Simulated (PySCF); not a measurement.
2-silylethylsilane (C₂H₁₀Si₂), SMILES C([SiH3])C[SiH3]. The structure is a stationary point at B3LYP-D3(BJ)/def2-SVP. Other conformers were not sampled.

Computed equilibrium geometry at B3LYP-D3(BJ)/def2-SVP (PySCF confirms it by a frequency run) as a Z-matrix, and its point group (one conformer of several):
point group C2h.
```
C
H 1 1.1047
H 1 1.1047 2 105.67
C 1 1.5422 2 110.53 3 119.61
H 4 1.1047 1 110.53 2 180.00
H 4 1.1047 5 105.67 1 119.61
Si 4 1.8936 5 108.07 6 115.48
H 7 1.4936 4 111.01 5 -56.95
H 7 1.4939 8 108.74 4 121.16
H 7 1.4939 8 108.74 9 117.67
Si 1 1.8936 2 108.07 3 -115.48
H 11 1.4936 1 111.01 2 56.95
H 11 1.4939 12 108.74 1 -121.16
H 11 1.4939 12 108.74 13 -117.67
```
Charge 0, spin multiplicity 1.
